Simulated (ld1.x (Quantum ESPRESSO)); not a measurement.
# Configuration tests for Os (Z = 76) (PAW)

osmium, PAW, made with ld1.x (Quantum ESPRESSO) 7.5 (PBE, fully relativistic). Core [Xe] 4f14, reference 5d6 6s2 6p0. Waves: 6s (bound): rcut 1.90, rcutus 2.35 bohr; 6s channel at 0.6 Ry: rcut 1.90, rcutus 2.35 bohr; 6p (bound, empty): rcut 2.20, rcutus 2.80 bohr; 6p channel at 1.9 Ry: rcut 2.20, rcutus 2.80 bohr; 5d (bound): rcut 1.50, rcutus 1.80 bohr; 5d channel at 0.3 Ry: rcut 1.50, rcutus 1.80 bohr. Local part: all-electron potential smoothed inside 2.60 bohr (lloc = -1). Core correction: Bessel-smoothed model core inside 1.75 bohr. Augmentation charge: BG, radius 1.45 bohr.

Open shells are filled in proportion to 2j + 1 (rel_dist='average').

Energies are relative to the spin-unpolarised reference configuration 5d6 6s2 6p0; without spin polarisation the order of configurations can differ from experiment. Not all tests gave a result: test run stopped at test 4 of 7 (negative rho).

```
valence configuration  charge  ΔE all-electron (eV)  error AE − PS (meV)
          5d6 6s1 6p0      +1                 9.585                 -1.3
          5d6 6s0 6p0      +2                26.503                 -7.4
          5d5 6s0 6p0      +3                55.342                 -121
```

The ghost test of this file was not conclusive.
